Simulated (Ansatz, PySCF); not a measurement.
Gas-phase reaction in SMILES: Br (HBr) → [Br-] + H+
Geometries: B3LYP-D3(BJ)/def2-TZVP minima from Ansatz (an electronic-structure program).

Property: gas-phase deprotonation energy (enthalpy at 298 K, with B3LYP-D3(BJ) rigid-rotor harmonic-oscillator terms from PySCF), in kJ/mol. Cores are frozen in the correlated levels unless marked. No spin-orbit coupling. Frozen are the shells of the preceding noble gas and the d and f shells that filled before the atom's block. Non-relativistic. Anions need diffuse functions: aug- sets have them; def2-D sets add few; the other sets have none. CBS(X,Y): correlation extrapolated as X^-3; Hartree-Fock from the larger set.

```tsv
level	program	gas-phase deprotonation energy (kJ/mol)	minus last row
M06-L-D4/def2-TZVPD	PySCF + dftd4	1373.9	25.6
PBE0/STO-3G	Ansatz	1830.7	482.4
PBE0/def2-SVP	Ansatz	1414.0	65.7
PBE0/def2-TZVPD	Ansatz	1352.5	4.2
BHLYP-D4/def2-TZVPD	Ansatz + dftd4	1346.8	-1.5
HSE06/def2-TZVPD	Ansatz	1352.5	4.2
CAM-B3LYP-D4/def2-TZVPD	Ansatz + dftd4	1342.1	-6.2
MP2/CBS(def2-TZVPPD,def2-QZVPPD)	Ansatz	1345.1	-3.2
CCSD/STO-3G	Ansatz	1868.5	520.2
CCSD/6-31G*	Ansatz	1356.0	7.7
CCSD/def2-SVP	Ansatz	1433.8	85.5
CCSD/def2-TZVPPD	Ansatz	1363.1	14.8
CCSD(T)/6-31G*	Ansatz	1357.3	9.0
CCSD(T)/def2-SVPD	Ansatz	1353.0	4.7
CCSD(T)/CBS(aug-cc-pVTZ,aug-cc-pVQZ)	Ansatz	1348.3	0.0
```
